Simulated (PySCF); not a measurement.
OsO2, SMILES [O]=[Os]=[O] (connectivity only; charge and spin as stated), neutral, multiplicity 3.

The structure is a stationary point at r2SCAN-D4/def2-TZVP. The spin state was assumed, not searched. The def2 effective core potentials stand for the cores of Os; spin–orbit coupling is left out.

Level of theory: TDA-PBE/def2-TZVPD (PySCF 2.14.0).

Vertical excitations. The molecule is in vacuum.

### Question
Give excitation energies, oscillator strengths and character. (The exact figures need the calculation; the answer reports its results.)

### Answer

```tsv
state	energy (eV)	λ (nm)	f	main pairs
root 1	0.61	2030	0.001	β HOMO→LUMO 100 %
root 2	1.12	1107	0.000	β HOMO→LUMO+1 99 %
root 3	1.89	655	0.000	α HOMO−1→LUMO 45 %, β HOMO→LUMO+2 52 %
root 4	2.17	572	0.000	α HOMO→LUMO 94 %
root 5	2.62	472	0.000	α HOMO−1→LUMO 48 %, β HOMO→LUMO+2 47 %
root 6	2.66	467	0.001	α HOMO−2→LUMO 85 %
root 7	2.90	428	0.000	β HOMO−1→LUMO 99 %
root 8	3.11	399	0.001	α HOMO→LUMO+1 28 %, α HOMO−1→LUMO+1 25 %, β HOMO→LUMO+3 27 %, β HOMO−1→LUMO+1 17 %
root 9	3.22	385	0.005	α HOMO→LUMO+1 41 %, α HOMO−1→LUMO+1 40 %, β HOMO−1→LUMO+1 9 %, β HOMO→LUMO+3 9 %
root 10	3.37	368	0.000	α HOMO→LUMO+1 9 %, α HOMO−1→LUMO+1 8 %, β HOMO−1→LUMO+1 53 %, β HOMO→LUMO+3 26 %
```
Unrestricted roots are not spin-pure.
